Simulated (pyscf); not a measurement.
Structures and frequencies: ωB97X-D3(BJ)/def2-SVP in PySCF. MP2 and CC: frozen core, UHF for open shells. ΔMP2 is the change of the MP2 total energy from the triple- to the quadruple-zeta basis.

**Question.** cyclic C₂H₄Cl+ (SMILES C1C[Cl+]1) → H₃C–CH⁺–Cl
Surface: singlet. Broken: C–Cl, C–H. Formed: C–H. Give ΔE‡ and ΔE from CCSD(T)/def2-TZVPP + ΔMP2(QZVPP), relative to the reactant's lowest minimum found.

**Answer.** ΔE‡ = 29.0 kcal/mol, ΔE = -2.6 kcal/mol. Zero-point energy shifts the barrier by -2.2 kcal/mol. It is a rearrangement, with an imaginary mode of 454i cm⁻¹. This is the saddle that the search found; another between the same sides may lie lower. The CCSD(T) − MP2 part came from Ansatz, without density fitting, on the same reference.
